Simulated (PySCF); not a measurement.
## Static response to an electric field

Compound: C4H6OS2Si.
Cartesian coordinates in Å at the GFN2-xTB level; atoms count from 1:
```xyz
14
C4H6OS2Si angstrom
C     -2.9300    0.2329   -0.1210
C     -1.7602   -0.3547   -0.3129
Si    -0.1250    0.4140    0.1843
O     -0.4712    1.8523    0.8449
S      1.0433   -0.8465    1.4992
C      2.3898   -1.0757    0.4092
C      2.4841   -0.5035   -0.7864
S      1.2779    0.5692   -1.4559
H     -2.9965    1.2024    0.3407
H     -3.8590   -0.2284   -0.4163
H     -1.7305   -1.3307   -0.7817
H      0.1905    2.4536    1.1848
H      3.1554   -1.7259    0.7961
H      3.3309   -0.6594   -1.4323
```

Level: wB97X-D/def2-SVPD (PySCF), static field, nuclei fixed, core orbitals frozen in the response. The polarisability tensor in these axes (au):

```
x   132.20 -12.75  -4.46
y   -12.75  95.19  -8.62
z    -4.46  -8.62 106.62
```

What are the eigenvalues, a third of the trace, and Δα (Δα² = ½Σ(αi − αj)² over the three pairs)?

Principal values 86.64, 111.10 and 136.27 au; mean 111.34 au = 16.50 Å³ = 18.36 × 10⁻⁴⁰ C²·m²/J; Δα = 42.98 au (39 % of the mean).

What is the dipole moment, and where does it point?

(0.14, 0.22, 0.11) D, 0.28 D in size, pointing from the negative to the positive side. Measured along this direction, the outermost atoms are H10 and H11 at the negative end and H12 at the positive end.

What depolarisation ratio follows for Rayleigh scattering of linearly polarised light, taking the static tensor?

ρ = 3Δα²/(45ᾱ² + 4Δα²) = 5542.4/(557806 + 7389.9) = 0.00981.

Sum over states: ᾱ = Σ f/ω², ω in Eh. What share falls to these 8 lowest TDDFT singlets (eV, f)? 4.72, 0.0013; 4.90, 0.0283; 5.85, 0.0851; 5.91, 0.0457; 6.17, 0.0009; 6.44, 0.0048; 6.61, 0.1008; 6.70, 0.0420.

They add up to 6.23 au, 5.6 % of the 111.34 au; the largest single term is 1.84 au, from the state at 5.85 eV. Terms in order: 0.04, 0.87, 1.84, 0.97, 0.02, 0.09, 1.71, 0.69 au. Higher excitations give the rest. The strengths listed sum to 0.309.

How large is μ²/3kT at 273 K beside α?

In Gaussian units μ²/3kT = 0.71 Å³ against 16.50 Å³, a ratio of 0.04; the Debye molar polarisation (4π/3)N_A(α + μ²/3kT) is 43.4 cm³/mol, leaving out the vibrational part.

What would n − 1 = 2πNα be for an ideal gas of these molecules at 400 K and 1 atm, electronic part alone?

N = p/kT = 1.8347 × 10¹⁹ cm⁻³, so n − 1 = 2π × N × 16.50 × 10⁻²⁴ cm³ = 1902 × 10⁻⁶ at long wavelengths.

Give the principal axes and the span of the nuclei along them.

Largest value along (0.96, -0.28, -0.06), where the nuclei span 7.06 Å; middle along (-0.07, -0.43, 0.90), 3.29 Å; least along (0.28, 0.86, 0.43), 4.63 Å. The strongest response lies along the longest span, while the other two are in reverse order.

Isolated species at its GFN2-xTB geometry (one conformer only).

The pairwise dispersion term of wB97X-D wasn't added to the energies; at a given geometry it leaves orbitals and properties as they are.
